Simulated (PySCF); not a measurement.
J couplings in GaH2Me

Geometry (Å), atoms numbered from 1 in this order:
```xyz
7

Ga    0.527    0.924    0.006
H     2.103    0.936    0.022
H    -0.242    2.298   -0.053
C    -0.454   -0.781    0.023
H    -0.533   -1.154   -1.013
H    -1.477   -0.672    0.412
H     0.075   -1.552    0.603
```

Indirect spin–spin couplings were computed at PBE/pcJ-1 (pcSseg-1 on Ga) (PySCF 2.14) on a PBE0-D3(BJ)/def2-SVP structure, for the isolated molecule, without vibrational or relativistic corrections. Couplings are averaged over pairs made equivalent by symmetry, fast rotation or ring inversion, so a value needn't be that of the named pair in this geometry, while other rotamers aren't included; one pair stands for each set, and the list holds those of at least 0.8 Hz over up to four bonds.

Isotopes: $^{13}$C, $^{1}$H.

| pair | bonds | J (Hz) |
| --- | --- | --- |
| C4, H5 | 1 | ? |
| H2, H3 | 2 | ? |
| H2, C4 | 2 | 17.9 |
| H5, H6 | 2 | -12.0 |

Q: Estimate the withheld couplings, with signs.

A: 
- $^{1}J$(C4,H5) = 122.0 Hz (mean over equivalent pairs that range from 116.3 to 125.6 Hz in this conformer)
- $^{2}J$(H2,H3) = 38.6 Hz (angle at Ga1 119°)

Relativistic effects of the heavier atoms present are left out.
